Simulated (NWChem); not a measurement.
Molecule: C3H5F; SMILES C/C=C\F

All runs: NWChem. Medium grid unless said otherwise, to which SCAN and Minnesota functionals are sensitive. The geometry was optimised at PBE-D3(BJ)/def2-SVP.

Question: Order these by “dipole (D)”, lowest first: PW6B95/def2-SVP; B3LYP/def2-SVP; LDA (Slater exchange, VWN5)/def2-SVP; PW91/def2-SVP.

Answer: PW91/def2-SVP (1.18), LDA (Slater exchange, VWN5)/def2-SVP (1.24), B3LYP/def2-SVP (1.33), PW6B95/def2-SVP (1.38)
